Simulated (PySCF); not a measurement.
# How methods differ on the excitation energy of Ga⁺

Ga⁺ [Ar] 3d10 4s2 (1S) → Ga⁺ [Ar] 3d10 4s1 4p1 (3P), as a difference of total energies. Computed with PySCF 2.14 in x2c-TZVPPall with one added diffuse shell each of s, p, d type (7s6p5d1f, 57 functions), with scalar relativity by spin-free X2C-1e. Correlated levels: valence: [Ar] 3d10 frozen; valence and next inner shell: [Ne] frozen. The calculations carry no spin-orbit coupling.

```csv
method,excitation energy (eV),error (eV)
UHF,4.651,-1.335
LDA,6.564,+0.578
PBE,6.294,+0.308
PBE0,5.958,-0.028
r2SCAN,5.868,-0.118
r2SCAN0,5.702,-0.284
wB97X,6.519,+0.533
PW91,6.292,+0.306
B97-3,6.350,+0.364
MP2 (valence),5.302,-0.684
SCS-MP2 (valence),5.488,-0.498
MP2 (valence and next inner shell),5.595,-0.391
SCS-MP2 (valence and next inner shell),5.749,-0.237
```

Reference: 5.986 eV (measured; NIST levels, between the centres of gravity of the two terms).

Errors of the correlated levels include the incompleteness of this basis and the frozen core.
